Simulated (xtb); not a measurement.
BeCl2, SMILES [Cl][Be][Cl]. All values are semi-empirical tight-binding results from xtb (GFN2-xTB unless named), good for trends rather than for accurate numbers. Geometry: GFN2-xTB. The isomer is the one that the SMILES or the coordinates give; other isomers of the formula were not compared.

For metal compounds this method's bond lengths and energies can be far off.

```yaml
point_group_as_xtb_finds_it: D∞h
orbital_gap: 6.55 eV
zero_point_energy: 2.6 kcal/mol
G − E(el) at 298.15 K (modified RRHO): -12.4 kcal/mol
```
